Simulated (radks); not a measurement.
Initial-state core-level shifts of the europium ion Eu3+ when its valence configuration changes from [Xe] 4f6. Calculated with a radial shooting solver on a logarithmic mesh with Libxc functionals: Dirac Kohn-Sham, LDA (Slater exchange, Perdew-Wang correlation), spin-unpolarised, spherical densities, point nucleus; open shells are shared between the two j in proportion to 2j + 1. Shifts are changes of the shell-averaged eigenvalues in eV (positive: less bound).

valence               1s       3s       4p       4d
4f5 5d1           -7.738   -9.596   -8.584   -8.206
4f4 5d2          -16.274  -20.311  -17.902  -17.081
4f5.5 6p0.5       -5.864   -6.775   -6.302   -6.126
4f5.5 6s0.5       -5.301   -6.216   -5.743   -5.567
4f5 6p1          -12.041  -13.958  -12.902  -12.527
4f4.5 6s1.5      -16.878  -19.894  -18.144  -17.553
4f4 5d1.5 6p0.5  -18.493  -22.569  -20.127  -19.304
4f4 5d1 6p1      -20.725  -24.841  -22.360  -21.536
4f4 6s2          -23.113  -27.307  -24.744  -23.917
